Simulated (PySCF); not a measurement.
CH6Cl2Si2, SMILES [SiH3][Si](Cl)(Cl)C.

The structure is a stationary point at TPSSh-D3(BJ)/def2-SVP.

Computed with PySCF with HF/def2-TZVP.

Isolated molecule, no solvent.

### Question
Estimate the frontier levels, gap, dipole moment and polarisability. (An estimate is asked for; the answer gives what the named calculation found.)

### Answer

```json
{
 "highest_occupied_level": "-10.90 eV",
 "lowest_empty_level": "2.92 eV",
 "orbital_gap": "13.81 eV",
 "dipole_moment": "2.26 D",
 "quadrupole, principal values (traceless, Buckingham form, about the centre of nuclear charge)": "-3.96, -0.43, 4.39 D·Å",
 "mean_static_polarisability": "83.5 bohr³ (12.38 Å³)",
 "polarisability_principal_values": "79.1, 84.2, 87.2 bohr³"
}
```
